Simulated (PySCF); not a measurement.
Cl$_{2}$Sb, charge +1, singlet, geometry from GFN2-xTB (all electrons, no relativity), with bond 3-1 at 3.0 times its length; HF/STO-3G (PySCF).

Input for PySCF:
```python
from pyscf import gto, scf

mol = gto.Mole()
mol.atom = '''
    Sb    0.37750143   -0.02033636    0.45805429
    Cl    0.77066814    0.35397311   -1.77453146
    Cl   -6.46452015   -0.83821940    0.28499719
'''
mol.basis = 'sto-3g'
mol.charge = 1
mol.verbose = 5
mol.build()

mf = scf.RHF(mol)
mf.kernel()
mo_i, mo_e, stable_i, stable_e = mf.stability(internal=True, external=True, return_status=True, nroots=6, tol=1e-6)
print('internally stable:', stable_i, ' externally stable:', stable_e)
if not stable_e:
    umf = mf.to_uhf() if not hasattr(mf, 'xc') else mf.to_uks()
    umf.scf_summary = {}
    umf.kernel(umf.make_rdm1(mo_e, umf.mo_occ))
```

It wrote (shortened):

```
PySCF version 2.14.0

[INPUT] verbose = 5
[INPUT] max_memory = 4000
[INPUT] num. atoms = 3
[INPUT] num. electrons = 84
[INPUT] charge = 1
[INPUT] spin (= nelec alpha-beta = 2S) = 0
[INPUT] symmetry False subgroup None
[INPUT] Mole.unit = angstrom
[INPUT] Symbol           X                Y                Z      unit          X                Y                Z       unit  Magmom
[...]
[INPUT] ---------------- BASIS SET ----------------
[INPUT] l, kappa, [nprim/nctr], expnt,             c_1 c_2 ...
[INPUT] Cl
[...]
                                109.5358542       0.5353281423
                                29.64467686       0.4446345422
[...]
                                9.053563477       0.3995128261
                                2.944499834       0.7001154689
[...]
                                0.5940934274      0.2255954336
                                0.232524141       0.900398426
[...]
                                9.053563477       0.6076837186
                                2.944499834       0.3919573931
[...]
                                0.5940934274      0.5951670053
                                0.232524141       0.462001012
[INPUT] Sb
[...]
                                1017.676657       0.5353281423
                                275.4230189       0.4446345422
[...]
                                114.3749494       0.3995128261
                                37.19828336       0.7001154689
[...]
                                19.07114112       0.2175436044
                                7.358239131       0.9166769611
[...]
                                2.383366187       0.0576109534
                                1.049163663       1.115578745
[...]
                                0.3515585034      -0.1972567438
                                0.1552895732      1.375495512
[...]
                                114.3749494       0.6076837186
                                37.19828336       0.3919573931
[...]
                                19.07114112       0.5777664691
                                7.358239131       0.4846460366
[...]
                                2.383366187       0.5852047641
                                1.049163663       0.543944204
[...]
                                0.3515585034      0.629032369
                                0.1552895732      0.6662832743
[...]
                                19.07114112       0.6555473627
                                7.358239131       0.286573259
[...]
SCF not converged.
<class 'pyscf.scf.hf.RHF'> wavefunction has an internal instability
<class 'pyscf.scf.hf.RHF'> wavefunction has an real -> complex instability
<class 'pyscf.scf.hf.RHF'> wavefunction has an RHF/RKS -> UHF/UKS instability
internally stable: False  externally stable: False
[...]
 -8.06522214e+00 -7.96287185e+00 -7.93736423e+00 -7.93731133e+00
 -5.78658387e+00 -4.49116526e+00 -4.48296914e+00 -4.47077918e+00
 -1.64511224e+00 -1.64143228e+00 -1.63433103e+00 -1.62808755e+00
 -1.62719498e+00 -1.25480622e+00 -1.11473323e+00 -7.71200433e-01
 -6.50402347e-01 -6.43851410e-01 -6.01463156e-01 -5.90131954e-01
 -5.23537262e-01 -5.22722496e-01 -2.10825467e-01 -1.64381103e-01
 -3.10931990e-02]
multiplicity <S^2> = 1.0056436  2S+1 = 2.2411101
E1 = -10439.622628959583  E2 = 2993.014584765  Ecoul = 3212.258684992664  Exc = -219.2441002276637
cycle= 11 E= -7160.28612222211  delta_E= -9.19e-10  |g|= 1.11e-05  |ddm|= 6.78e-05
  alpha mo_energy =
[-1.07423539e+03 -1.61639699e+02 -1.53285611e+02 -1.53285384e+02
 -1.53284849e+02 -1.03945991e+02 -1.03810754e+02 -3.19692192e+01
 -2.89336795e+01 -2.89321352e+01 -2.89315416e+01 -2.02758214e+01
 -2.02753301e+01 -2.02747407e+01 -2.02726633e+01 -2.02725362e+01
 -1.06289261e+01 -1.04911117e+01 -8.07156224e+00 -8.06764285e+00
 -8.06680182e+00 -7.93288526e+00 -7.93283241e+00 -7.91896054e+00
 -5.79192499e+00 -4.49356178e+00 -4.48522433e+00 -4.48518443e+00
 -1.64628571e+00 -1.64255283e+00 -1.63909679e+00 -1.63383315e+00
 -1.63191993e+00 -1.25743625e+00 -9.91957362e-01 -8.26622065e-01
 -6.75504106e-01 -6.45060631e-01 -6.28585394e-01 -5.32363954e-01
 -4.89807529e-01 -4.89002650e-01 -2.39385073e-01 -5.65156273e-02
 -1.46658842e-02]
  beta  mo_energy =
[-1.07423450e+03 -1.61639017e+02 -1.53285051e+02 -1.53284515e+02
 -1.53283351e+02 -1.03945978e+02 -1.03818647e+02 -3.19676477e+01
 -2.89329935e+01 -2.89309007e+01 -2.89275047e+01 -2.02753325e+01
 -2.02750167e+01 -2.02734299e+01 -2.02713677e+01 -2.02711022e+01
 -1.06288659e+01 -1.05019537e+01 -8.07320106e+00 -8.06782252e+00
 -8.06522253e+00 -7.96287185e+00 -7.93736423e+00 -7.93731133e+00
 -5.78658372e+00 -4.49116512e+00 -4.48296898e+00 -4.47077904e+00
 -1.64511210e+00 -1.64143213e+00 -1.63433089e+00 -1.62808741e+00
 -1.62719482e+00 -1.25480640e+00 -1.11473323e+00 -7.71200513e-01
 -6.50402537e-01 -6.43851556e-01 -6.01463140e-01 -5.90131954e-01
 -5.23537263e-01 -5.22722496e-01 -2.10825402e-01 -1.64381047e-01
 -3.10932109e-02]
multiplicity <S^2> = 1.0056436  2S+1 = 2.2411101
E1 = -10439.622628187764  E2 = 2993.0145839926568  Ecoul = 3212.258684295744  Exc = -219.24410030308718
Extra cycle  E= -7160.28612222264  delta_E= -5.24e-10  |g|= 1.11e-05  |ddm|= 3.73e-05
converged SCF energy = -7160.28612222264  <S^2> = 1.0056436  2S+1 = 2.2411101
```

The run did not converge; its last values are not results.
